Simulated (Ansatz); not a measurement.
CH4OSi, SMILES `O[C][SiH3]` (singlet; the order of the spin states depends on the level; H–O–C–Si torsion 180°) (charge 0, multiplicity 1). This singlet lies 0.46 eV below the relaxed triplet at the level frozen-core CCSD(T)/cc-pVTZ // PBE0-D3(BJ)/def2-TZVP (Ansatz, a first-principles code); other levels give the other order.

Level of theory: r2SCAN/cc-pVTZ // PBE0-D3(BJ)/def2-TZVP (Ansatz).

Ansatz 0.2 input:
```yaml
crystal:
  periodic: [false, false, false]
  atoms:
    - { symbol: O, position_ang: [1.762343, -0.112386, -0.106961] }
    - { symbol: C, position_ang: [0.682332, -0.820309, 0.063273] }
    - { symbol: Si, position_ang: [-0.905447, 0.253973, 0.028358] }
    - { symbol: H, position_ang: [2.535687, -0.69903, -0.081261] }
    - { symbol: H, position_ang: [-1.565752, -0.012166, 1.334126] }
    - { symbol: H, position_ang: [-1.733256, -0.337223, -1.056533] }
    - { symbol: H, position_ang: [-0.775905, 1.727141, -0.181] }
basis:
  gaussian: { orbitals: cc-pVTZ }
hamiltonian:
  xc: r2scan
```

Output:

```
Functional definition: r2SCAN
846 factors; their error is unknown
mean field evaluation 1: about -11019.6789 eV, gradient 3.8e1 eV
mean field evaluation 2: about -11016.7772 eV, gradient 5.6e1 eV
mean field evaluation 4: about -11022.3968 eV, gradient 3.7e0 eV
mean field evaluation 8: about -11022.4321 eV, gradient 3.6e-2 eV
mean field evaluation 16: about -11022.3969 eV, gradient 6.9e-5 eV
mean field -11022.39689281 eV, -405.0656145618 hartree, gradient 6.9e-5 eV, S^2 0.000000; 0 other end points of the search recorded, 0 dependent functions left out
reference -11022.39690374 eV, -405.0656149636 hartree; 16, 16 occupied and 134, 134 virtual orbitals, 846 factors
Total energy: -11022.39690374 eV, -405.0656149636 hartree
```
